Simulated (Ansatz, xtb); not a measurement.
Spectroscopic constants of NiB, multiplicity 2 (lowest of 2S+1 = 2, 4 at PBE0/def2-TZVPP; our sources give no spin for the ground state, which may be another). No spin–orbit coupling. Ni is treated without relativity.

Constants: fifth-degree fit in 1/R to seven points, most abundant isotopes. Runs in def2 and cc sets follow the lowest solution found near the PBE0 minimum.

The values were computed with Ansatz (Gaussian orbitals); xtb for the GFN methods. Values without a source in brackets are computed. The GFN methods have no spin term and hold the electronic entropy of 300 K.

| level | r_e (Å) | ω_e (cm⁻¹) | ω_e x_e (cm⁻¹) | dipole (D) |
|---|---|---|---|---|
| GFN1-xTB | 1.719 | 869 | 9.9 | - |
| SVWN5/def2-TZVPP | 1.657 | 838 | 4.7 | 1.44 |
| r2SCAN/def2-TZVPP | 1.670 | ? | 4.8 | 1.74 |
| B97M-V/def2-TZVPP | 1.690 | 776 | 5.3 | 1.55 |
| B3LYP/def2-TZVPP | 1.674 | 794 | 4.9 | 1.68 |
| CAM-B3LYP/def2-TZVPP | 1.661 | 808 | 5.0 | 1.89 |
| wB97X-V/def2-TZVPP | 1.674 | 798 | 4.6 | 2.27 |
| wB97M-V/def2-TZVPP | ? | ? | 4.7 | 2.19 |

Problem. What belongs in the gaps?

Solution. 
- wB97M-V/def2-TZVPP, r_e (Å): 1.671
- wB97M-V/def2-TZVPP, ω_e (cm⁻¹): 799
- r2SCAN/def2-TZVPP, ω_e (cm⁻¹): 818

Ansatz is a program for electronic structure.
